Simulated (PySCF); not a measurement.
## Electron correlation in Cl (chlorine, neutral)

[Ne] 3s2 3p5, 2P determinant. Computed with PySCF 2.14 in def2-QZVPPD, with the non-relativistic Hamiltonian (point nucleus). Frozen: [Ne]; 7 electrons correlated.

```csv
level,correlation energy (mhartree)
CCSD,-198.58
(T),-7.35
CCSD(T),-205.93
```

Diagnostics: T1 = 0.0078, D1 = 0.0247, largest double amplitude 0.042.

Cost of the coupled-cluster step: about 14 core-seconds, for 7 correlated electrons.

Iterations:

```
CC2 = 0
CCSD nocc = (np.int64(4), np.int64(3)), nmo = (74, 74)
frozen orbitals [[0, 1, 2, 3, 4], [0, 1, 2, 3, 4]]
max_cycle = 100
direct = 0
conv_tol = 1e-08
conv_tol_normt = 1e-06
diis_space = 8
diis_start_cycle = 0
Init t2, MP2 energy = -0.176138157291057
Init E_corr(UCCSD) = -0.17613815729119
cycle = 1  E_corr(UCCSD) = -0.193126742648553  dE = -0.0169885854  norm(t1,t2) = 0.0395873
cycle = 2  E_corr(UCCSD) = -0.196955290339847  dE = -0.00382854769  norm(t1,t2) = 0.0128476
cycle = 3  E_corr(UCCSD) = -0.198629832020364  dE = -0.00167454168  norm(t1,t2) = 0.00535991
cycle = 4  E_corr(UCCSD) = -0.198586824599729  dE = 4.30074206e-05  norm(t1,t2) = 0.000811604
cycle = 5  E_corr(UCCSD) = -0.198573103297422  dE = 1.37213023e-05  norm(t1,t2) = 0.000182001
cycle = 6  E_corr(UCCSD) = -0.198575565072506  dE = -2.46177508e-06  norm(t1,t2) = 6.85685e-05
cycle = 7  E_corr(UCCSD) = -0.198576228910665  dE = -6.63838159e-07  norm(t1,t2) = 2.05822e-05
cycle = 8  E_corr(UCCSD) = -0.198575968465407  dE = 2.60445257e-07  norm(t1,t2) = 7.0658e-06
cycle = 9  E_corr(UCCSD) = -0.19857598027301  dE = -1.1807603e-08  norm(t1,t2) = 1.88041e-06
cycle = 10  E_corr(UCCSD) = -0.198575984901514  dE = -4.62850333e-09  norm(t1,t2) = 4.47767e-07
UCCSD converged
E(UCCSD) = -459.6881346047782  E_corr = -0.1985759849015137
UCCSD(T) correction = -0.00734729884641638
```
